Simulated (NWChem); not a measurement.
Molecule: C2H5ClGe; SMILES C=[C](Cl)[GeH3]

```xyz
9

C     -1.7973    -1.0021     0.0000
C     -0.5089    -0.6556     0.0000
Cl     0.7354    -1.8796     0.0000
Ge     0.1657     1.1765     0.0000
H     -2.5705    -0.2291     0.0000
H     -2.1172    -2.0485     0.0000
H     -1.0395     2.1322     0.0000
H      1.0259     1.3947    -1.2540
H      1.0259     1.3947     1.2540
```
Atoms are numbered in this order, from 1.

Structure relaxed at the PBE0/def2-SVP level.

Give the principal values of the shielding tensors (ppm) of C1, C2, Cl3, Ge4 from KT2/pcSseg-1, GIAO (NWChem), with their diamagnetic and paramagnetic parts as GIAO splits them.


| atom | σ11 | σ22 | σ33 | isotropic | diamagnetic | paramagnetic |
|---|---|---|---|---|---|---|
| C1 | -50.9 | 85.8 | 134.7 | 56.5 | 255.3 | -198.7 |
| C2 | -51.2 | 57.6 | 114.1 | 40.2 | 262.5 | -222.3 |
| Cl3 | 400.4 | 600.7 | 938.0 | 646.4 | 1149.2 | -502.8 |
| Ge4 | 1452.7 | 1509.3 | 1665.0 | 1542.3 | 2760.4 | -1218.1 |
